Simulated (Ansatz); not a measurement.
A nudged elastic band was laid between two geometries of FGe2H5 + H2O (11 atoms, charge 0, multiplicity 1).

These are results of Ansatz 0.2.0, RKS PBE0/def2-SVP, not measurements.

| Quantity | Value |
| --- | --- |
| movable images | 5 |
| climbing image | yes |
| spring | 5.0 eV/Å² |
| optimiser | quadratic models (default) |
| start path | through a guess of the saddle point |
| force threshold | 0.05 eV/Å |
| iteration limit | 60 |
| end points | relaxed |

Initial state:

```xyz
11
Properties=species:S:1:pos:R:3
Ge -0.138 0.226 -0.210
F 0.016 0.084 1.556
H 1.295 0.445 -0.723
H -0.977 1.508 -0.383
Ge -1.237 -1.791 -0.978
H -1.963 -2.436 0.214
H -2.299 -1.411 -2.034
H -0.240 -2.772 -1.605
O 1.040 -2.359 1.107
H 0.630 -3.149 1.473
H 0.725 -1.635 1.672
```

Final state:

```xyz
11
Properties=species:S:1:pos:R:3
Ge 0.281 -0.220 -0.280
F -0.845 -1.846 2.093
H 1.286 0.125 -1.401
H -0.224 1.061 0.398
Ge -1.457 -1.774 -0.957
H -2.729 -1.570 -0.130
H -1.774 -1.551 -2.452
H -0.916 -3.203 -0.787
O 1.266 -1.020 1.039
H 1.904 -1.656 0.695
H 0.058 -1.637 1.870
```

(1) Which bonds break or form, and what moves?

(2) What energy profile does the band end with?

(3) What is the geometry of the highest image?

(4) What are the harmonic wavenumbers there?

The band took 31 iterations and of the order of 23 core-minutes.

## Answers

(1) Bonds broken: Ge1–F2, O9–H11. Bonds formed: Ge1–O9, F2–H11. FGe2H5 + H2O becomes FH + Ge2H6O.

(2) It converged. The highest image is number 2 of 0 to 6, 88.8 kJ/mol above the first end and 73.4 kJ/mol above the last; the last end lies 15.3 kJ/mol above the first. A vibrational analysis at the climbing image gives one clearly imaginary mode, 316i cm⁻¹: a first-order saddle point. The orbitals stay closed-shell, which can raise the energy where a bond breaks towards radicals; this wasn't checked here.

```csv
image,path coordinate (Å),energy (kJ/mol),Ge1–F2 (Å),O9–H11 (Å),Ge1–O9 (Å)
0,0.00,0.0,1.78,0.97,3.13
1,2.40,6.9,1.78,0.97,3.02
2,4.81,88.8,2.08,1.06,2.04
3,5.17,64.7,2.32,1.28,1.93
4,5.53,29.9,2.63,1.46,1.86
5,5.89,16.9,2.93,1.57,1.83
6,6.25,15.3,3.09,1.59,1.83
```

(3) 
```xyz
11
Properties=species:S:1:pos:R:3:forces:R:3
Ge 0.018 -0.324 -0.065 0.00 0.00 0.01
F -0.652 -1.220 1.693 0.00 0.00 -0.01
H 1.116 -0.068 -1.155 0.00 0.00 -0.01
H -0.367 1.054 0.482 0.00 0.00 0.00
Ge -1.617 -1.859 -0.976 0.01 0.00 0.00
H -2.963 -1.712 -0.256 0.00 0.00 0.00
H -1.810 -1.670 -2.496 0.00 0.00 0.00
H -1.072 -3.281 -0.741 0.00 0.00 0.00
O 1.508 -1.049 1.133 0.00 0.00 0.00
H 2.010 -1.785 0.761 0.00 0.00 0.00
H 0.681 -1.375 1.708 0.01 0.00 0.00
```

(4) 316i, 67, 119, 149, 268, 368, 384, 473, 482, 550, 583, 613, 745, 781, 837, 881, 889, 917, 1135, 1432, 2020, 2137, 2148, 2186, 2193, 2420, 3884 cm⁻¹.

The run took 6.2 min on 4 threads of Arm Neoverse V1, with other jobs on the host, peak memory 0.38 GiB.
